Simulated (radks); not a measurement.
The numbers below are computed, except where a source is named.
Task: Coherent X-ray form factor from a spherical all-electron density. Level of theory: scalar-relativistic Kohn-Sham, Slater X-alpha with alpha = 0.693, spin-polarised, spherical densities, point nucleus (a radial shooting solver on a logarithmic mesh with Libxc functionals).

sin(theta)/lambda (1/angstrom),f0 (electrons)
0.05,74.319
0.1,72.392
0.15,69.516
0.2,66.064
0.25,62.381
0.3,58.722
0.4,52.007
0.5,46.334
0.6,41.571
0.8,33.907
1,27.907
1.25,22.320
1.5,18.598
2,14.528

The species is in the configuration that NIST lists as its ground one. Which atom or ion scatters so?

Result: The platinum ion Pt3+, [Xe] 4f14 5d7. Extrapolating in s^2 from the first two rows gives f0(0) = 75.0, near the electron count 75; among species with that count, the fall with angle is slower the higher Z, and the table is that of Z = 78; from so few rows the species is fixed only to a neighbour or two.
